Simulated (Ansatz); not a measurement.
Cost and result for the atomization energy of F$_{2}$H$_{5}$NOSi$_{2}$ (`O[SiH](F)N[SiH2]F`) (11 atoms, 10 bonds).

```xyz
11

O    -0.964    0.979    1.548
Si    0.122   -0.222    1.436
F    -0.362   -1.549    2.175
N     0.363   -0.660   -0.206
Si    0.144    0.246   -1.640
F     1.405    1.170   -1.976
H    -1.810    0.895    1.106
H     1.324    0.242    2.144
H     0.796   -1.566   -0.338
H    -0.008   -0.691   -2.774
H    -1.010    1.155   -1.476
```

Total charge 0; spin multiplicity 1. Geometry: relaxed with PBE0-D4/def2-TZVP. It is one conformer, not always the lowest. Program: Ansatz. All runs use 4 threads of an Intel Xeon Platinum 8488C on a shared host. Times are those of one run each, without the atoms' runs, and a repeat can differ threefold. Electronic energies, without spin–orbit coupling; frozen cores. CCSD(T)/CBS adds CCSD(T) − MP2 in def2-TZVPP to the MP2 limit, and its time is that of the two runs behind it. T1 = 0.012. B3LYP takes the VWN-RPA correlation (the form of Gaussian; ORCA's B3LYP/G).

CCSD(T)/CBS is a level of theory with its own doubt, some kJ/mol a heavy atom from the limit and from the frozen cores, so smaller differences don't rank the functionals.

```tsv
level	functions	atomization (kJ/mol)	difference from CCSD(T)/CBS	per bond
B2PLYP/def2-TZVPP	278	4189.5	-72.7	-7.3
PBE0-D4/def2-TZVPP	278	4168.6	-93.6	-9.4
CCSD(T)/def2-TZVPP	278	4122.1	-140.1	-14.0
B3LYP-D4/def2-TZVPP (with forces)	278	4216.7	-45.5	-4.6
ωB97M-V/def2-TZVPP (with forces)	278	4249.5	-12.7	-1.3
PBE-D4/def2-TZVPP (with forces)	278	4251.5	-10.7	-1.1
ωB97X-V/def2-TZVPP	278	4253.9	-8.3	-0.8
MP2/def2-QZVPP	518	4317.7	55.5	5.6
CCSD(T)/CBS(def2)	–	4262.2	0.0	0.0
r2SCAN-D4/def2-TZVPP (with forces)	278	4223.8	-38.4	-3.8
```

**Question.** Order the runs by time, with rough figures. (Estimate.)

**Answer.** The calculation gave: PBE-D4/def2-TZVPP (with forces) 2.5 s; PBE0-D4/def2-TZVPP 2.8 s; r2SCAN-D4/def2-TZVPP (with forces) 3.8 s; B3LYP-D4/def2-TZVPP (with forces) 4.5 s; B2PLYP/def2-TZVPP 6 s; ωB97X-V/def2-TZVPP 7 s; ωB97M-V/def2-TZVPP (with forces) 9 s; MP2/def2-QZVPP 16 s; CCSD(T)/def2-TZVPP 2.7 min; CCSD(T)/CBS(def2) 3 min.

The D4 term adds +40.5 kJ/mol with B3LYP and +21.2 kJ/mol with PBE0; it sums over pairs of atoms, weighted by their polarisabilities, and B3LYP, whose exchange is more repulsive, gets the larger term. From PBE to PBE0 (25 % exact exchange), in def2-TZVPP and without D4, the atomization energy moves by −79.0 kJ/mol: exact exchange takes away binding that semilocal exchange gives to molecules. In def2-TZVPP, CCSD(T) changes the Hartree–Fock value by +1047.3 kJ/mol (the triples alone add +58.4 kJ/mol) and MP2 by +1157.0 kJ/mol; breaking electron pairs costs correlation energy, which Hartree–Fock lacks.
